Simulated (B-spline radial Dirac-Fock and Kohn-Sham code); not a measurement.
**Electron momentum distribution of Ba⁷⁺: Compton profiles**

System: the Ba⁷⁺ ion in the configuration [Kr] 4d10 5s2 5p1.

Method: the impulse approximation on configuration-average Dirac-Fock orbitals. Computed with a radial B-spline solver. pz is in atomic units of momentum; subshell profiles are per electron, for a selection of subshells; open shells are spread over both j values by their weights.

| pz | J total | J 2s1/2 | J 3p1/2 | J 5p3/2 |
| --- | --- | --- | --- | --- |
| 0 | 5.767 | 0.0512 | 0.0692 | 0.377 |
| 0.1 | 5.748 | 0.0512 | 0.0692 | 0.377 |
| 0.14 | 5.731 | 0.0512 | 0.0692 | 0.377 |
| 0.2 | 5.693 | 0.0511 | 0.0692 | 0.377 |
| 0.29 | 5.616 | 0.0511 | 0.0692 | 0.375 |
| 0.41 | 5.477 | 0.0511 | 0.0692 | 0.369 |
| 0.58 | 5.234 | 0.0510 | 0.0692 | 0.349 |
| 0.83 | 4.842 | 0.0508 | 0.0691 | 0.291 |
| 1.2 | 4.336 | 0.0504 | 0.0690 | 0.169 |
| 1.7 | 3.842 | 0.0496 | 0.0686 | 0.0534 |
| 2.4 | 3.177 | 0.0481 | 0.0671 | 0.0235 |
| 3.4 | 2.208 | 0.0452 | 0.0624 | 0.0172 |
| 4.8 | 1.405 | 0.0401 | 0.0506 | 0.00363 |
| 6.9 | 0.9198 | 0.0311 | 0.0288 | 0.00168 |
| 9.8 | 0.5590 | 0.0193 | 0.00901 | 0.000817 |
| 14 | 0.2831 | 0.00776 | 0.00250 | 0.000121 |
| 20 | 0.1261 | 0.00201 | 0.00219 | 8.61e-05 |
| 28 | 0.05275 | 0.00125 | 0.00114 | 4.34e-05 |
| 40 | 0.01914 | 0.00102 | 0.000286 | 9.59e-06 |
| 57 | 0.006328 | 0.000451 | 4.64e-05 | 1.30e-06 |
| 81 | 0.001802 | 0.000128 | 6.10e-06 | < 1e-6 |

J(0) = 5.767. The 5s1/2 subshell gives the largest part, 19 %.

Mean momentum ⟨p⟩ by subshell (a.u.): 1s1/2 52.7, 2s1/2 18.7, 2p1/2 24.9, 2p3/2 23.4, 3s1/2 9.21, 3p1/2 11.0, 3p3/2 10.6, 3d3/2 12.6, 3d5/2 12.4, 4s1/2 4.52, 4p1/2 5.01, 4p3/2 4.83, 4d3/2 5.13, 4d5/2 5.06, 5s1/2 2.07, 5p1/2 2.21, 5p3/2 2.16.
